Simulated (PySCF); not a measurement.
A side-by-side comparison of computed properties.

First species: C3H10OSSi3.
SMILES: `C#CC[SiH2]S[SiH2]O[SiH3]`

Second species: C₇H₁₁ClSi₂.
Structure used (GFN2-xTB), in Å, numbered top down from 1:
```xyz
21
C7H11ClSi2 angstrom
Cl    -2.7819    3.0041    0.9142
C     -1.9962    1.5300    0.3950
C     -0.7664    1.5782   -0.0952
Si     0.1567    0.0495   -0.6852
C      1.7378   -0.1473    0.3295
C      2.9749    0.6192   -0.0484
C      2.9278   -0.8571   -0.2537
C     -0.9141   -1.4869   -0.4842
C     -2.1485   -1.4974    0.0150
Si    -3.0878    0.0074    0.6354
H     -0.2578    2.5325   -0.1689
H      0.5018    0.2159   -2.1110
H      1.5980   -0.2904    1.3955
H      2.9373    1.2540   -0.9206
H      3.5993    1.0105    0.7412
H      2.8571   -1.2274   -1.2651
H      3.5196   -1.4870    0.3939
H     -0.4771   -2.4273   -0.8065
H     -2.6762   -2.4442    0.0824
H     -4.3250    0.2012   -0.1313
H     -3.3881   -0.1207    2.0675
```

Levels: PBE0/pcSseg-1 for dipole moment, HOMO energy, LUMO energy and HOMO–LUMO gap; GFN2-xTB for rotational constant A and rotational constant C. Geometries: GFN2-xTB. Each structure is a single optimised conformer of the isolated species, non-relativistic unless stated. Electronic properties by PySCF.

Dipoles, sizes and rotational constants follow the conformer. The torsions of the flexible species, by atom-mapped SMILES:
- `[CH:1]#[C:2][CH2:3][SiH2:4][S:5][SiH2:6][O:7][SiH3:8]`: C2–C3–Si4–S5 180°, C3–Si4–S5–Si6 180°, Si4–S5–Si6–O7 180°, S5–Si6–O7–Si8 0°
- `[Cl:1][C:2]1=[CH:3][Si@@H:4]([CH:5]2[CH2:6][CH2:7]2)[CH:8]=[CH:9][SiH2:10]1`: C3–Si4–C5–C6 -83°

(1) Which has the higher HOMO energy?

(2) Which has the higher dipole moment?

(3) Which has the higher rotational constant A?

(4) Which has the higher HOMO–LUMO gap?

(5) Which of the two has the higher rotational constant C, and by how much?

(6) Which has the higher LUMO energy?

Answers

(1) The first: -7.41 eV against -7.50 eV, a difference of 0.09 eV.

(2) The second: 2.35 D against 0.39 D, a difference of 1.96 D.

(3) The first: 4.750 GHz against 1.374 GHz, a difference of 3.376 GHz.

(4) The first: 7.07 eV against 6.49 eV, a difference of 0.58 eV.

(5) The second: 0.387 GHz against 0.296 GHz, a difference of 0.091 GHz.

(6) The first: -0.34 eV against -1.01 eV, a difference of 0.67 eV.

On the first: A dipole of 0.39 D is allowed in Cs, and pure rotational transitions are dipole-allowed. The dipole matches unit charges of opposite sign 0.08 Å apart (1 e·Å = 4.8032 D).

On the second: The dipole matches unit charges of opposite sign 0.49 Å apart (1 e·Å = 4.8032 D). A dipole of 2.35 D is allowed in C1, and pure rotational transitions are dipole-allowed.
